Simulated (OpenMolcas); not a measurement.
# W II: thermal populations, worked from levels

- Program: OpenMolcas
- Basis: ANO-RCC-VTZP [8s7p5d3f2g1h]
- Scalar Hamiltonian: DKH2, point nucleus
- Active space: 5 electrons in 6 orbitals (5d 6s)
- State averaging: 2S+1 = 6 even, 6 roots; 2S+1 = 4 even, 35 roots; 2S+1 = 2 even, 5 roots (0 in the spin-orbit step)
- Spin-orbit coupling: state interaction with AMFI integrals over the reference wave functions, term energies averaged over their components

Methods: CASSCF; SS-CASPT2, IPEA 0.25 Eh, imaginary shift 0.1 Eh (closed shells correlated: 5s 5p). Measured levels: NIST Handbook of Basic Atomic Spectroscopic Data.

**Thermal populations.** Z = Σ (2J + 1) exp(-E/kT) with k = 0.695035 cm-1/K, over the levels below. No other level of either list lies under 8660 cm-1, which is above 7 kT at each temperature.

```tsv
Level	2J + 1	SS-CASPT2	measured
5d4 6s 6D 1/2	2	0.0	0.0
5d4 6s 6D 3/2	4	1093	1519
5d4 6s 6D 5/2	6	2600	3172
5d4 6s 6D 7/2	8	4200	4716
5d4 6s 6D 9/2	10	5690	6147
5d5 6S 5/2	6	7940	7420
```

```json
{"T (K)": "1000", "Z, SS-CASPT2": "2.994", "Z, measured levels": "2.523", "Ground level (%), SS-CASPT2": "66.8", "Ground level (%), measured levels": "79.3"}
```

At 1000 K, kT = 695 cm-1, and the computed levels give Z = 2.000 + 0.830 + 0.142 + 0.019 + 0.003 + 0.000 = 2.994.

Some high roots are left out of the spin-orbit mixing, which shifts the levels that they would mix with. A single d shell beside an s shell can misplace configurations of different d count against each other. Without dynamic correlation excited terms often stand tens of per cent too high (terms of higher spin than the ground term too low), and those without a measured partner can miss by more than the paired ones (holds for CASSCF). Configurations are named by rounded mean occupations; where the s occupation lies near a half they are strongly mixed, a name can repeat and a true partner stay unpaired (holds for SS-CASPT2). Some terms miss by over 15 % even with CASPT2, which points to a basis or an active space too small for the shells correlated (holds for SS-CASPT2). Computed and measured levels are paired by configuration, term and J; levels that our copy of the source lacks, or whose pairing is in doubt (as where it misses far off the trend of its configuration), stay unpaired and out of the deviations. Only configurations of the active space appear.
